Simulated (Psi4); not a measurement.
H3F3Si2, singlet, at a GFN2-xTB geometry; Psi4 with CCSD(T)/def2-SVP.

The Psi4 input:
```
memory 2 GB

molecule {
0 1
  Si    1.35510057    0.08514925   -0.29001606
  F     2.15711087    0.12075900    1.10944568
  Si   -0.86502522   -0.08820021    0.23921756
  F    -1.51220900   -1.28119597   -0.61677143
  F    -1.65874776    1.16450325   -0.37331217
  H     1.75208731    1.32567441   -0.95087467
  H     1.92109560   -1.06744122   -0.98578491
  H    -1.40962456   -0.25211627    1.57357964
}

set basis def2-svp
set freeze_core true

energy('ccsd(t)')
print_variables()
```

What does Psi4 print? Leave out banner, timings and long lists.


```
   => Loading Basis Set <=

    Name: DEF2-SVP
    Role: ORBITAL
    Keyword: BASIS

         ---------------------------------------------------------
                                   SCF
               by Justin Turney, Rob Parrish, Andy Simmonett
                          and Daniel G. A. Smith
                              RHF Reference
         ---------------------------------------------------------

  ==> Geometry <==

    Molecular point group: c1
    Full point group: C1

    Geometry (in Angstrom), charge = 0, multiplicity = 1:

       Center              X                  Y                   Z               Mass
    ------------   -----------------  -----------------  -----------------  -----------------
         SI           1.383291555545     0.085165968371    -0.294159989012    27.976926534650
         F            2.185301855545     0.120775718371     1.105301750988    18.998403162730
         SI          -0.836834234455    -0.088183491629     0.235073630988    27.976926534650
         F           -1.484018014455    -1.281179251629    -0.620915359012    18.998403162730
         F           -1.630556774455     1.164519968371    -0.377456099012    18.998403162730
         H            1.780278295545     1.325691128371    -0.955018599012     1.007825032230
         H            1.949286585545    -1.067424501629    -0.989928839012     1.007825032230
         H           -1.381433574455    -0.252099551629     1.569435710988     1.007825032230

  Running in c1 symmetry.

  Rotational constants: A =      0.18759  B =      0.05496  C =      0.04985 [cm^-1]
  Rotational constants: A =   5623.87189  B =   1647.78355  C =   1494.35227 [MHz]
  Nuclear repulsion =  306.901744081641311

  Charge       = 0
  Multiplicity = 1
  Electrons    = 58
  Nalpha       = 29
  Nbeta        = 29

  ==> Algorithm <==

  SCF Algorithm Type is PK.
  DIIS enabled.
  MOM disabled.
  Fractional occupation disabled.
  Guess Type is SAD.
  Energy threshold   = 1.00e-08
  Density threshold  = 1.00e-08
  Integral threshold = 1.00e-12

  ==> Primary Basis <==

  Basis Set: DEF2-SVP
    Blend: DEF2-SVP
    Number of shells: 43
    Number of basis functions: 93
    Number of Cartesian functions: 98
    Spherical Harmonics?: true
    Max angular momentum: 2

  ==> Integral Setup <==

  Using in-core PK algorithm.
   Calculation information:
      Number of atoms:                   8
      Number of AO shells:              43
      Number of primitives:             87
      Number of atomic orbitals:        98
      Number of basis functions:        93

      Integral cutoff                 1.00e-12
      Number of threads:                 1

  Performing in-core PK
  Using 19110012 doubles for integral storage.
  We computed 356963 shell quartets total.
  Whereas there are 447931 unique shell quartets.

  ==> DiskJK: Disk-Based J/K Matrices <==

    J tasked:                  Yes
    K tasked:                  Yes
    wK tasked:                  No
    Schwarz Cutoff:          1E-12

  Minimum eigenvalue in the overlap matrix is 8.8989436060E-03.
  Reciprocal condition number of the overlap matrix is 2.1402141543E-03.
    Using symmetric orthogonalization.

  ==> Pre-Iterations <==

  SCF Guess: Superposition of Atomic Densities via on-the-fly atomic UHF (no occupation information).

   -------------------------
    Irrep   Nso     Nmo
   -------------------------
     A         93      93
   -------------------------
    Total      93      93
   -------------------------

  ==> Iterations <==

                        Total Energy        Delta E     RMS |[F,P]|

   @RHF iter SAD:  -876.57137794015432   -8.76571e+02   0.00000e+00
   @RHF iter   1:  -877.55938772396689   -9.88010e-01   5.25600e-03 ADIIS/DIIS
   @RHF iter   2:  -877.63225830196927   -7.28706e-02   3.26758e-03 ADIIS/DIIS
   @RHF iter   3:  -877.66173794070198   -2.94796e-02   3.08794e-04 ADIIS/DIIS
   @RHF iter   4:  -877.66262010537980   -8.82165e-04   4.98588e-05 DIIS
[...]
  @RHF Final Energy:  -877.66265245583588
    Total Energy =                       -877.6626524558358824
[...]
     4        -0.773424587094109    2.495e-03    0.012193    0.033193    0.033193    0.149424
     5        -0.773418154127939    1.072e-03    0.012324    0.033941    0.033941    0.149459
     6        -0.773437300206882    3.186e-04    0.012368    0.034198    0.034198    0.149468
     7        -0.773430124479563    1.079e-04    0.012375    0.034269    0.034269    0.149464
     8        -0.773426682813154    3.424e-05    0.012375    0.034290    0.034290    0.149464
     9        -0.773427769052972    1.212e-05    0.012375    0.034295    0.034295    0.149464
    10        -0.773427512308685    5.203e-06    0.012375    0.034297    0.034297    0.149464
    11        -0.773427524305103    1.553e-06    0.012375    0.034297    0.034297    0.149464
    12        -0.773427484456392    5.437e-07    0.012375    0.034297    0.034297    0.149464
    13        -0.773427475046722    2.233e-07    0.012375    0.034297    0.034297    0.149464
    14        -0.773427471355870    8.702e-08    0.012375    0.034297    0.034297    0.149464

    Iterations converged.

    Largest TIA Amplitudes:
              5   1        -0.0195625219
              6   0         0.0161722315
             12   1         0.0161317671
              9   2        -0.0158264676
              7   6        -0.0148004669
              8   1         0.0147491935
              8   5         0.0141445624
             11   1        -0.0135298368
              6   4         0.0126833391
              4   3         0.0101814284

    Largest TIjAb Amplitudes:
     15  15   0   0        -0.0307530121
     15  15   1   1        -0.0281008355
     14  14  10  10        -0.0246321848
     15  15   2   2        -0.0236069123
     14  14   3   3        -0.0229088742
     15  15   9   9        -0.0210000200
     14  14   1   1        -0.0182606526
     14  14   5   5        -0.0160085650
     15  15   6   6        -0.0159672739
     15  15   0  13        -0.0154592439

    SCF energy       (wfn)                    = -877.662652455835882
    Reference energy (file100)                = -877.662652455840544

    Opposite-spin MP2 correlation energy      =   -0.551338124924058
    Same-spin MP2 correlation energy          =   -0.188280518910260
    Singles MP2 correlation energy            =   -0.000000000000000
    MP2 correlation energy                    =   -0.739618643834318
      * MP2 total energy                      = -878.402271099674863

    Opposite-spin CCSD correlation energy     =   -0.603814552005930
    Same-spin CCSD correlation energy         =   -0.169612919349940
    Singles CCSD correlation energy           =    0.000000000000000
    CCSD correlation energy                   =   -0.773427471355870
      * CCSD total energy                     = -878.436079927196374

            **************************
            *                        *
            *        CCTRIPLES       *
            *                        *
            **************************

    Wave function   =    CCSD_T
    Reference wfn   =      RHF

    Nuclear Rep. energy (wfn)                =  306.901744081641311
    SCF energy          (wfn)                = -877.662652455835882
    Reference energy    (file100)            = -877.662652455840544
    CCSD energy         (file100)            =   -0.773427471355870
    Total CCSD energy   (file100)            = -878.436079927196374

    Number of ijk index combinations:              816
    Approx. words needed per explicit thread:         1048576
    Number of threads for explicit ijk threading:    1

    MKL num_threads set to 1 for explicit threading.

    (T) energy                                =   -0.012475168328965
      * CCSD(T) total energy                  = -878.448555095525421

  Variable Map:
  ----------------------------------------------------------------------------
[...]
  Array Variable Map:
  ----------------------------------------------------------------------------
[...]
[...]
```
